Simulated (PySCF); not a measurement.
## Structure from 2D NMR

Compound of formula C₈H₁₄. Correlations simulated from computed shifts and the bond graph:

HSQC (one-bond C–H):
```tsv
δH	δC
2.26	33.5
1.96	25.1
1.71	32.7
1.62	25.1
1.46	26.2
1.33	32.7
1.28	26.2
```

COSY cross peaks (H two or three bonds apart, from the bond graph; peaks can be absent where the dihedral angle is near 90°):
```tsv
δH	δH
2.26	1.96
2.26	1.71
2.26	1.62
2.26	1.33
1.96	1.62
1.71	1.46
1.71	1.33
1.71	1.28
1.46	1.33
1.46	1.28
1.33	1.28
```

HMBC (two and three bonds, from the bond graph):
```tsv
δH	δC
2.26	33.5, 32.7, 26.2, 25.1
1.96	33.5, 32.7, 25.1
1.71	33.5, 26.2, 25.1
1.62	33.5, 32.7, 25.1
1.46	33.5, 32.7, 26.2
1.33	33.5, 26.2, 25.1
1.28	33.5, 32.7, 26.2
```

Level of theory: shieldings: GIAO PBE0/pcSseg-1, structure optimised with GFN2-xTB, in PySCF (one computed conformer, isolated molecule, fast rotation and ring inversion assumed for equivalent nuclei, no relativistic terms).

References, each an isolated molecule treated in the same way: TMS for $^{1}$H (31.72 ppm) and $^{13}$C (186.93 ppm).

Exchangeable hydrogens are left out of these lists.

Task: Work out the connectivity.

Result: SMILES C1CC[C@H]2[C@@H](C1)CC2.

Atom-mapped SMILES (the numbers label the heavy atoms): `[CH2:1]1[CH2:2][CH2:3][C@H:4]2[CH2:5][CH2:6][C@H:7]2[CH2:8]1`. Each H is labelled by its parent atom. Ha(C5), Ha(C6) are cis to C3 on the ring; Ha(C1), Ha(C2), Ha(C3), Ha(C8) are cis to C5 on the ring; Hb(C5), Hb(C6) are trans to C3 on the ring; Hb(C1), Hb(C2), Hb(C3), Hb(C8) are trans to C5 on the ring.

- δC 33.5 is C4/C7, an sp3 CH in a ring (δH 2.26).
- δC 32.7 is C3/C8, an sp3 CH2 in a ring (δH 1.33, 1.71).
- δC 26.2 is C1/C2, an sp3 CH2 in a ring (δH 1.46, 1.28).
- δC 25.1 is C5/C6, an sp3 CH2 in a ring (δH 1.62, 1.96).
- COSY links 2.26–1.96, 2.26–1.71, 2.26–1.62, 2.26–1.33, 1.96–1.62, 1.71–1.46.

This is the structure that produced the data.

Shifts are as computed. Against solution values, carbons near 30 ppm lie about +3 ppm off and those near 130 ppm about +5 ppm. Of 1211 compounds with measured shifts, 218 miss one by over three times the rms of a fit or turn the order of signals round; such compounds aren't used in these exercises.
